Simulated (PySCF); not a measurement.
Species: C6H9Cl.
SMILES: `Cl[C@H]1[C@@H]2CC[C@H]1C2`

Computed with TDDFT B3LYP/def2-SVPD, vertical, gas phase, core orbitals frozen in the response (PySCF). Geometry: GFN2-xTB; no solvent, vibrations or thermal averaging.

Predict the UV-vis stick spectrum at this level.

| state | E (eV) | E (kJ/mol) | λ (nm) | f | symmetry | main configurations (H = HOMO, L = LUMO) |
| --- | --- | --- | --- | --- | --- | --- |
| S1 | 7.01 | 676 | 176.8 | 0.0001 | – | H→L (84%), H→L+1 (11%) |
| S2 | 7.33 | 708 | 169.1 | 0.0067 | A′ | H-1→L (79%), H-1→L+1 (15%) |
| S3 | 7.44 | 718 | 166.7 | 0.028 | A″ | H→L+1 (86%), H→L (11%) |
| S4 | 7.75 | 748 | 159.9 | 0.0070 | A′ | H-1→L+1 (83%), H-1→L (14%) |
| S5 | 7.83 | 755 | 158.4 | 0.0005 | – | H→L+3 (96%) |
| S6 | 7.86 | 758 | 157.7 | 0.0000 | – | H→L+2 (98%) |
| S7 | 8.12 | 783 | 152.7 | 0.0045 | A″ | H-2→L (93%) |
| S8 | 8.17 | 789 | 151.7 | 0.011 | A′ | H-1→L+3 (93%) |

Triplets (Tamm–Dancoff): T1 6.52 eV, H→L (59%), H→L+1 (27%); T2 6.81 eV, H-1→L (57%), H-1→L+1 (27%); T3 7.31 eV, H→L+1 (68%), H→L (29%).

The lowest singlet comes at 177 nm (676 kJ/mol) in the vacuum ultraviolet; it is dark (f under 0.0005); its leading configuration is HOMO→LUMO (84%). The strongest level in the table is S3 at 7.44 eV (167 nm, f = 0.028). Löwdin shares by element: HOMO chlorine 56%, carbon 31% or more; LUMO carbon 28% or more, chlorine 20% (atoms not listed hold the other 52%). The listed states span 1.16 eV. The oscillator strengths of these states sum to 0.058; summed over the whole spectrum of an exact calculation they would give the number of electrons, 62 (Thomas–Reiche–Kuhn). Of the 8 states listed, 2 reach f = 0.01 and 2 stay under 0.0005. Symmetry labels in Cs follow from the direction of the transition dipole and are given only for states with f of 0.002 or more. Only the lowest 8 singlets were computed, as vertical energies without vibronic structure.
